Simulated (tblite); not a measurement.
Compound: C3H7F2Si2 (doublet state).
Structure used (GFN2-xTB), in Å, numbered top down from 1:
```xyz
14
C3H7F2Si2 angstrom
C     -0.9815    1.6715   -0.1706
C     -0.6803    0.3939   -0.3338
Si     0.9151   -0.2524   -1.1259
Si     2.3354   -0.7863    0.5702
C     -1.6161   -0.6698    0.1313
F     -0.9374   -1.6972    0.7205
F     -2.5105   -0.2465    1.0604
H     -0.3157    2.4432   -0.5176
H     -1.8912    2.0016    0.3076
H      0.5426   -1.4478   -1.9041
H      1.2145    0.7870   -2.1315
H      3.7208   -1.1423    0.2482
H      2.3942    0.0521    1.7709
H     -2.1906   -1.1075   -0.7027
```

Structure optimised with GFN2-xTB, isolated species. This method treats the open shell by occupation alone, without spin polarisation.

Take the most abundant isotopes and a rigid rotor. The values belong to one conformer with, in the numbering `[CH2:1]=[C:2]([SiH2:3][SiH2:4])[CH:5]([F:6])[F:7]`, C1–C2–Si3–Si4 98°, C2–Si3–Si4–H -172° and -38°, C1–C2–C5–F6 -139°.

Task: What are A, B and C (cm⁻¹)?

Result: Ia = 192.65, Ib = 455.67, Ic = 539.32 u·Å²; 505379 MHz·u·Å²/I gives 2623, 1109 and 937.1 MHz, that is A = 0.08750, B = 0.03700, C = 0.03126 cm⁻¹.

Task: What kind of rotor is it?

Result: An asymmetric top: κ = (2 × 1109 − 2623 − 937.1)/(2623 − 937.1) = -0.80.

Task: What does the inertial defect say?

Result: Not planar: Δ = Ic − Ia − Ib = -109.01 u·Å². For a rigid frame Δ = −2 Σ m c², so Σ m c² = 54.50 u·Å² lies off the ab plane: 14.21 from hydrogen and 40.29 from heavier atoms. The atom farthest from that plane is 2.11 Å away.

Task: Give the other two planar moments, Paa and Pbb, and the rms extents of the mass along the axes.

Result: Paa = Σ m a² = (Ib + Ic − Ia)/2 = 401.17 and Pbb = Σ m b² = (Ia + Ic − Ib)/2 = 138.15 u·Å². With the mass M = 137.01 u, the rms extents √(P/M) along a, b and c are 1.71, 1.00, 0.63 Å.

Task: Estimate the classical rotational partition function at 100 K, 200 K and 298.15 K.

Result: Point group C1, symmetry number σ = 1; q = (√π/σ)·√((kT/h)³/(ABC)), k/h = 20836.6 MHz/K: 102000 at 100 K, 289000 at 200 K, 526000 at 298.15 K.

For this open shell read J as N, the rotation without spin; fine and hyperfine splittings come on top. Its GFN2-xTB frequencies are all real (lowest 31 cm⁻¹). Zero-point vibration and centrifugal distortion are left out.

The numbers are calculated, not measured.
